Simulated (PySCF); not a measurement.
Start geometry of `C[Si@H]([SeH])[SiH2]N` from GFN2-xTB (Å):
```
atom  x, y, z in Å
C1    -1.545   -0.610    0.875
Si2   -0.527    0.745   -0.014
Se3   -1.777    1.402   -1.894
Si4    1.583    0.077   -0.806
N5     2.250   -0.724    0.548
H6    -2.561   -0.210    1.120
H7    -1.685   -1.464    0.243
H8    -1.071   -0.894    1.788
H9    -0.580    1.956    0.857
H10   -2.965    1.669   -1.157
H11    1.455   -0.745   -2.019
H12    2.471    1.183   -1.075
H13    1.728   -1.463    0.993
H14    3.218   -0.937    0.535
```

Question: What comes out of this run: PBE0-D3(BJ)/def2-SVP geometry optimisation, gas phase (PySCF)?

Answer: 
```
atom  x, y, z in Å
C1    -1.444   -0.673    0.974
Si2   -0.685    0.710   -0.055
Se3   -1.874    1.094   -1.983
Si4    1.476    0.160   -0.780
N5     2.256   -0.668    0.537
H6    -2.463   -0.406    1.294
H7    -1.502   -1.604    0.391
H8    -0.838   -0.853    1.877
H9    -0.662    1.971    0.752
H10   -2.984    1.763   -1.284
H11    1.368   -0.602   -2.075
H12    2.265    1.395   -1.068
H13    1.814   -1.500    0.912
H14    3.263   -0.798    0.503
```

The energy falls by 0.253 eV over 9 energy and gradient evaluations, the largest force component goes from 0.0292 to 4.4e-04 Eh/bohr, and the atoms move by 0.158 Å rms after alignment. The bond that changes most is Si2–Se3 (ends: SiH silicon; selenium bonded to Si and H), which shortens by 0.054 Å. Bonds longer at the end by more than 0.005 Å: 8 of 13; shorter: 4. Among the angles that change most is Si4–Si2–H9, from 117.3° to 110.5°. Among the dihedrals that turn most is C1–Si2–Se3–H10, from 53° to 74°. Rotational constants go from 3210, 863.1, 716.3 to 3217, 880.3, 731.5 MHz. The orientation of the end geometry is arbitrary; only internal coordinates are fixed.

The run used 141 basis functions and 57 SCF cycles in all.

Stationary, but not proved a minimum. One conformer, not necessarily the lowest.
